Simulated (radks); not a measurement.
Charge is removed step by step from the 5d up level of the rhenium ion Re3+, starting from [Xe] 4f14 5d(up 4, down 0). Method: scalar-relativistic Kohn-Sham, PBE, spin-polarised, spherical densities, finite nucleus; Fermi nuclear charge, rms radius 5.3698 fm; computed with a radial shooting solver on a logarithmic mesh with Libxc functionals.

removed (e)  E - E(0) (eV)  eigenvalue (eV)  E minus straight line (eV)
0                    0.000          -34.314                       0.000
0.1                  3.492          -35.537                      -0.564
0.2                  7.106          -36.769                      -1.004
0.3                 10.844          -38.012                      -1.322
0.4                 14.707          -39.263                      -1.514
0.5                 18.696          -40.525                      -1.581
0.6                 22.811          -41.795                      -1.521
0.7                 27.053          -43.074                      -1.334
0.8                 31.424          -44.362                      -1.019
0.9                 35.924          -45.659                      -0.575
1                   40.554          -46.964                       0.000

Removing the whole electron costs 40.554 eV by Delta-SCF, against 34.314 eV from minus the eigenvalue at the starting occupation. Slater's transition state (half an electron removed) gives 40.525 eV. Integrating minus the eigenvalue over the occupation (Janak's theorem) gives 40.563 eV. In this scalar-relativistic scheme the density is built from large components alone, so the theorem holds only approximately. The mean slope of the eigenvalue, de/dn, is 12.6 eV per electron. Ionisation energy of Re3+ in the NIST Atomic Spectra Database: 39 eV (theoretical).
